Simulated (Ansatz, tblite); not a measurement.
Forces on the cluster B13⁺ at its r2SCAN-D4/def2-SVP geometry. Total charge 1; singlet.

The xTB rows come from tblite. The structure comes from a short search, and lower isomers may exist.

GFN1-xTB (tblite), largest force 2.58 eV/Å:

```xyz
13
positions Å, forces eV/Å
B     1.469    0.434   -1.063   -1.021    0.098   -2.367
B    -1.019    1.743   -0.137   -0.173    0.582   -1.727
B     0.592    1.689   -0.553   -0.615    0.182   -2.474
B     0.155    1.413    1.055    0.183   -0.702    2.270
B     1.888   -0.622    0.219    0.522   -0.241    2.161
B    -0.505   -1.677   -0.662   -0.552    0.359   -2.467
B     0.952   -1.152   -1.115   -0.839    0.660   -2.348
B     1.616    0.941    0.558    0.482   -0.429    2.376
B    -1.162    0.348    0.950    1.591   -0.577    1.951
B    -1.847   -0.798   -0.218   -0.454   -0.267   -1.761
B    -2.156    0.717   -0.469   -0.240    0.090   -0.303
B     0.742   -1.742    0.470    0.599   -0.078    2.383
B    -0.726   -1.293    0.967    0.518    0.322    2.307
```

GFN2-xTB (tblite), largest force 1.19 eV/Å:

```
B -0.921 -0.175 0.071
B 0.361 -0.722 -0.642
B -0.363 -0.561 -0.476
B -0.166 -0.626 -0.457
B -0.546 0.168 0.341
B 0.046 0.690 -0.433
B -0.645 0.680 0.100
B -0.478 -0.635 0.566
B 0.963 -0.331 0.613
B 0.730 0.406 -0.614
B 0.798 -0.282 0.736
B -0.023 0.758 0.609
B 0.244 0.630 -0.414
```

BLYP-D4/def2-TZVP (Ansatz), largest force 0.38 eV/Å:

```
B -0.183 0.018 0.020
B -0.005 -0.195 -0.172
B 0.017 -0.159 -0.032
B 0.056 -0.161 -0.104
B -0.182 0.056 0.105
B 0.105 0.118 -0.021
B -0.158 0.093 0.024
B -0.215 -0.121 0.021
B 0.095 -0.038 0.211
B 0.114 0.170 -0.166
B 0.315 -0.108 0.178
B -0.103 0.222 0.030
B 0.143 0.105 -0.092
```
